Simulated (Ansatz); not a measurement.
A CCSD(T) single point on F₂H₄O₄W, SMILES `[OH][W]([OH])([OH])([OH])([F])[F]`.

```yaml
crystal:
  periodic: [false, false, false]
  atoms:
    - {symbol: O, position_ang: [-1.357836, -1.072441, 0.900610]}
    - {symbol: W, position_ang: [-0.043911, -0.015505, 0.104437]}
    - {symbol: O, position_ang: [1.466062, -1.001083, 0.627251]}
    - {symbol: O, position_ang: [0.846430, 1.344504, -0.848707]}
    - {symbol: O, position_ang: [-0.143872, -1.030116, -1.466565]}
    - {symbol: F, position_ang: [0.296695, 0.923943, 1.713454]}
    - {symbol: F, position_ang: [-1.529147, 1.165470, -0.144713]}
    - {symbol: H, position_ang: [-2.282246, -0.821608, 0.975210]}
    - {symbol: H, position_ang: [1.926133, -0.785437, 1.443776]}
    - {symbol: H, position_ang: [0.418164, 2.177073, -1.062727]}
    - {symbol: H, position_ang: [0.403518, -0.884800, -2.242027]}
basis:
  gaussian: {orbitals: def2-SVP}
correlation: {method: ccsd_t}
```

```sh
$ ansatz run in.yaml --threads 8 --pin off --events-out ev --progress --plain --max-ram 20889MiB
```

The program prints (abridged):

```
Functional definition: HF
1291 factors; integrals over basis functions are off by at most 1.5e-3 eV
mean field evaluation 1: about -15411.3593 eV, gradient 8.2e1 eV
mean field evaluation 2: about -15411.6027 eV, gradient 8.3e1 eV
mean field evaluation 4: about -15423.3987 eV, gradient 7.6e0 eV
mean field evaluation 8: about -15423.5620 eV, gradient 7.5e-1 eV
mean field evaluation 16: about -15423.5638 eV, gradient 1.6e-6 eV
mean field -15423.56379539 eV, -566.8055150137 hartree, gradient 1.6e-6 eV, S^2 0.000000; 1 other end points of the search recorded, 0 dependent functions left out
6 core orbitals not correlated: weight in the atoms' cores, before any rotation towards them, 1.000 or more for the frozen orbitals, at most 0.000 for the correlated occupied ones
reference -15423.56379539 eV, -566.8055150137 hartree; 28, 28 occupied and 102, 102 virtual orbitals, 1291 factors
second order -41.29324018 eV of doubles, -0.00000000 eV of singles
cycle   1  -38.83040674 eV  change     2.5e0 eV  update   2.6e-1
cycle   2  -40.28258310 eV  change    -1.5e0 eV  update   1.4e-1
cycle   3  -40.62686976 eV  change   -3.4e-1 eV  update   4.2e-2
cycle   4  -40.61878989 eV  change    8.1e-3 eV  update   1.4e-2
cycle   5  -40.59760807 eV  change    2.1e-2 eV  update   4.4e-3
cycle   6  -40.59692323 eV  change    6.8e-4 eV  update   1.9e-3
cycle   7  -40.59817715 eV  change   -1.3e-3 eV  update   9.7e-4
cycle   8  -40.59762962 eV  change    5.5e-4 eV  update   4.1e-4
cycle   9  -40.59761161 eV  change    1.8e-5 eV  update   1.9e-4
cycle  10  -40.59801061 eV  change   -4.0e-4 eV  update   8.3e-5
cycle  11  -40.59784285 eV  change    1.7e-4 eV  update   4.0e-5
cycle  12  -40.59779587 eV  change    4.7e-5 eV  update   1.9e-5
perturbative correction -1.40473229 eV, -0.0516229594 hartree
Total energy: -15465.56632355 eV, -568.3490794532 hartree
```

Hardware: 8 threads of an AMD EPYC on a shared host. Wall time 35 s, peak host memory 1.3 GiB.

The correlation energy is -42.003 eV, 3.3 % of it from (T); the T1 diagnostic reads 0.0211.
